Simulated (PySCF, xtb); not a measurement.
Cl₂HSi, SMILES Cl[SiH]Cl, multiplicity 2.

Harmonic wavenumbers (cm⁻¹) from GFN2-xTB (xtb) at its own minimum, in rising order: 147, 466, 511, 519, 575, 2310.

What does PBE-D3(BJ)/def2-TZVP run with PySCF give at its own minimum? (An estimate is asked for; the answer gives what the named calculation found.)

170, 494, 554, 624, 709, 2098. Paired by order, the mean absolute difference is 91 cm⁻¹ and the zero-point energies are 6.5 and 6.6 kcal/mol.
